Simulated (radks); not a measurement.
Sn3+, 47 electrons, occupied as [Kr] 4d10 5s1 (the NIST ground configuration). All-electron calculation, non-relativistic Kohn-Sham, PBE, spin-polarised, spherical densities, point nucleus; open shells are filled with parallel spins first (spin-orbit coupling, left out, can overturn this in heavy ions); relativity is left out, which matters for an element this heavy. Program: a radial shooting solver on a logarithmic mesh with Libxc functionals. Some entries of the table are withheld. Estimate them.

orbital,occ.,eigenvalue (hartree),<r^2> (bohr^2),r(max) (bohr)
1s up,1,-1029.004,0.001238,0.02014
1s down,1,-1029.002,0.001238,0.02014
2s up,1,-152.7326,0.02029,0.1116
2s down,1,-152.7320,0.02029,0.1116
2p up,3,-142.9441,0.01528,0.08734
2p down,3,-142.9434,0.01528,0.08734
3s up,1,-30.24085,0.1419,0.3201
3s down,1,-30.23946,0.1419,0.3201
3p up,3,-26.20526,0.1368,0.3066
3p down,3,-26.20387,0.1368,0.3066
3d up,5,-18.72212,0.1174,0.2516
3d down,5,-18.72096,0.1173,0.2516
4s up,1,-5.62800,0.8147,0.7724
4s down,1,-5.62440,0.8134,0.7725
4p up,3,-4.28627,0.9213,0.8000
4p down,3,-4.28163,0.9183,0.8000
4d up,5,(1),1.364,0.8816
4d down,5,(2),1.347,0.8807
5s up,1,-1.28976,5.377,1.965
5s down,0,-1.24685,5.330,1.961

Answer. 
(1) 4d up eigenvalue (hartree): -2.06556
(2) 4d down eigenvalue (hartree): -2.05527
